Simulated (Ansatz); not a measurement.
`[CH3][Sn]([SH])([Cl])[Cl]` + HCl → `[SH][Sn]([Cl])([Cl])[Cl]` + CH₄ at 500 K and 1 bar (ligand exchange at the Sn–C bond).

Program: Ansatz. Geometries: PBE0-D4/def2-TZVP. ΔE: electronic, gas phase. CCSD(T)/CBS adds triple-zeta CCSD(T) − MP2 to the extrapolated MP2 energy (def2 sets, frozen cores). This one scheme is used for every species. def2 core potentials past Kr. For Sn outer-core shells are correlated without core-valence functions, which leaves a few kJ/mol of doubt a bond. One conformer a species, not always the lowest.

```json
{"species": "`[CH3][Sn]([SH])([Cl])[Cl]`", "CCSD(T)/CBS energy (Eh)": "-1571.95481", "H − E (kJ/mol)": "180.0", "S (J/(mol·K))": "491.6"}
{"species": "HCl", "CCSD(T)/CBS energy (Eh)": "-460.38127", "H − E (kJ/mol)": "32.5", "S (J/(mol·K))": "201.9"}
{"species": "`[SH][Sn]([Cl])([Cl])[Cl]`", "CCSD(T)/CBS energy (Eh)": "-1991.90544", "H − E (kJ/mol)": "81.8", "S (J/(mol·K))": "468.7"}
{"species": "CH₄", "CCSD(T)/CBS energy (Eh)": "-40.46206", "H − E (kJ/mol)": "135.6", "S (J/(mol·K))": "206.8"}
```

H − E and S are ideal-gas, rigid-rotor, harmonic terms from PBE0-D4/def2-TZVP, for one conformer and one mirror image of each species. 1 Eh = 2625.50 kJ/mol, R = 8.31446 J/(mol·K).

**Question.** By hand: ΔE, ΔH, ΔS and ΔG.

**Answer.** ΔE = (-1991.90544) + (-40.46206) − (-1571.95481) − (-460.38127) = -0.03142 Eh = -82.5 kJ/mol. Δ(H − E) = 81.8 + 135.6 − 180.0 − 32.5 = 4.9, so ΔH = -77.6 kJ/mol. ΔS = 468.7 + 206.8 − 491.6 − 201.9 = -18.0 J/(mol·K). ΔG = -77.6 − 500 × (-18.0)/1000 = -68.6 kJ/mol.

**Question.** By hand: the equilibrium constant, and the temperature at which ΔG would vanish if ΔH and ΔS stayed fixed.

**Answer.** log₁₀ K = −ΔG/(RT ln 10) = 7.2. ΔG = 0 at ΔH/ΔS = 4311 K, far beyond where these terms or the molecules hold.

ΔH outweighs TΔS. A doubt of 5 kJ/mol in ΔE shifts log₁₀ K by 0.5 here. Other conformers and mirror images would add mixing entropy, several J/(mol·K) or more a flexible species. Modes under 60 cm⁻¹, often nearly free rotors, make the harmonic entropy too high. These are equilibria of isolated gas molecules and say nothing of rates. Largest T1 diagnostic: 0.011 (customary marks: 0.02 for closed shells, 0.045 for open ones).
